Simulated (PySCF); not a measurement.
Mapped SMILES: `[CH2:1]=[CH:2][C:3]1([CH3:4])[CH2:5][CH2:6][CH2:7]1`. Each H is labelled by its parent atom. Ha(C1) is cis to C3; Hb(C1) is trans to C3.

Level of theory: shieldings: GIAO PBE0/pcSseg-1, coordinates at the GFN2-xTB level, in PySCF (non-relativistic, one conformer, isolated molecule, averaged over atoms made equivalent by symmetry, fast rotation or ring inversion).

Shifts are taken against calculated references (same method and geometry level): 13C vs TMS.

Do the 13C shifts follow the atomic charges (in e)? Tabulate both.

Results:


```tsv
atoms	hybridisation	δ (ppm)	σ para (ppm)	Hirshfeld	IAO	Mulliken	ESP-fitted
C2	sp2	160.8	-229	-0.04	-0.13	-0.10	-0.23
C1	sp2	116.7	-185	-0.11	-0.33	-0.14	-0.44
C3	sp3	40.8	-103	+0.02	+0.04	-0.61	+0.63
C5/C7	sp3	33.2	-96	-0.07	-0.27	-0.08	-0.31
C4	sp3	32.0	-91	-0.12	-0.41	-0.10	-0.62
C6	sp3	14.1	-78	-0.07	-0.26	-0.22	+0.01
```

Correlation coefficients of δ with charge over these carbons: Hirshfeld +0.04, IAO +0.14, Mulliken +0.28, ESP-fitted -0.22; with the paramagnetic shielding -1.00. Among the 4 sp3 carbons alone: Hirshfeld +0.47, IAO +0.46, Mulliken -0.42, ESP-fitted +0.24. With so few points, grouped by hybridisation, these coefficients are fragile. Charge is one influence among several: hybridisation and low-lying excitations act through the paramagnetic term.

Shifts are as computed. Against solution values, carbons near 30 ppm lie about +3 ppm off and those near 130 ppm about +5 ppm. Of 1211 compounds with measured shifts, 218 miss one by over three times the rms of a fit or turn the order of signals round; such compounds aren't used in these exercises.
